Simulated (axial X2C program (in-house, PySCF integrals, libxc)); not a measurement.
**Outer orbitals of CsC at 2.712 Å, PBEsol**

Calculated with an axial X2C code built on PySCF integrals. Spin-free means the one-electron spin-free X2C Hamiltonian; two-component (2c) means X2C with spin–orbit coupling and atomic mean-field two-electron Coulomb and Gaunt terms, so the difference of the two also holds small scalar two-electron terms. Basis: Cs dyall-cv3z [15s15p9d4f1g], C dyall-v3z [7s6p2d1f] (cores contracted in-house); Gaussian nuclei, density fitting, unrestricted open shells. Masses: Cs 132.905 u, C 12.000 u.

The distance is close to the 2c PBE0 minimum; the highest filled and lowest empty levels are listed.

Spin-free orbitals, state M_S = 3/2, Λ = 0 (beyond evenly filled blocks: σα, π+α, π-α) (Löwdin shares):

| symmetry | occupied | ε (eV) | atomic character |
| --- | --- | --- | --- |
| σα | yes | -26.21 | 98% Cs s |
| σβ | yes | -26.15 | 98% Cs s |
| σα | yes | -13.48 | 82% Cs p, 14% C s, 3% C p |
| π-α | yes | -13.13 | 100% Cs p |
| π+α | yes | -13.13 | 100% Cs p |
| π+β | yes | -13.06 | 100% Cs p |
| π-β | yes | -13.06 | 100% Cs p |
| σβ | yes | -13.01 | 94% Cs p, 3% C s, 2% C p |
| σα | yes | -10.70 | 70% C s, 18% Cs p, 7% Cs d |
| σβ | yes | -7.81 | 77% C s, 9% Cs d, 8% Cs p |
| π+α | yes | -3.14 | 87% C p, 10% Cs d |
| π-α | yes | -3.14 | 87% C p, 10% Cs d |
| σα | yes | -3.09 | 81% C p, 9% Cs d, 5% Cs s |
| σα | no | -1.45 | 80% Cs s, 12% Cs p, 4% Cs d |
| σβ | no | -1.29 | 74% Cs s, 16% Cs p, 9% C p |
| π-β | no | -0.71 | 64% C p, 31% Cs d, 5% Cs p |
| π+β | no | -0.71 | 64% C p, 31% Cs d, 5% Cs p |

Spinors with spin–orbit coupling (state Ω = 3/2):

```tsv
ω	occupied	ε (eV)	atomic character	λ mixture
1/2	yes	-26.22	98% Cs s	100% σ
-1/2	yes	-26.15	98% Cs s	100% σ
1/2	yes	-14.23	95% Cs p, 3% C s	55% π, 45% σ
-1/2	yes	-14.15	98% Cs p	70% π, 30% σ
1/2	yes	-12.91	84% Cs p, 13% C s	57% σ, 43% π
3/2	yes	-12.62	100% Cs p	100% π
-1/2	yes	-12.56	95% Cs p, 3% C s	70% σ, 30% π
-3/2	yes	-12.54	100% Cs p	100% π
1/2	yes	-10.67	68% C s, 21% Cs p, 6% Cs d	98% σ, 2% π
-1/2	yes	-7.81	77% C s, 9% Cs d, 8% Cs p	100% σ
-1/2	yes	-3.15	87% C p, 10% Cs d, 2% Cs p	100% π
3/2	yes	-3.14	87% C p, 10% Cs d	100% π
1/2	yes	-3.10	81% C p, 9% Cs d, 5% Cs s	100% σ
1/2	no	-1.46	80% Cs s, 12% Cs p, 4% Cs d	100% σ
-1/2	no	-1.30	74% Cs s, 16% Cs p, 9% C p	100% σ
1/2	no	-0.72	64% C p, 31% Cs d, 5% Cs p	100% π
-3/2	no	-0.71	64% C p, 32% Cs d, 4% Cs p	100% π
```

Mulliken charges and populations of the two-component result (they depend on the basis, above all on diffuse functions):

Cs 0.61 e (s 10.07 p 24.01 d 20.28 f 0.02), C -0.61 e (s 3.92 p 2.68 d 0.01). ⟨Lz⟩ = 0.00 ħ and ⟨Sz⟩ = 1.50 ħ (0.15 and 1.35 on the two atoms), which add up to Ω.

The state is one determinant whose occupation by symmetry is held fixed; it was picked as the lowest of a PBE0 search that is not exhaustive. Density functionals use the spin component along the axis (collinear). With several unpaired electrons one determinant need not be a pure state. This is the top spin component of a Σ state; components of lower Ω are not single determinants and can lie lower.
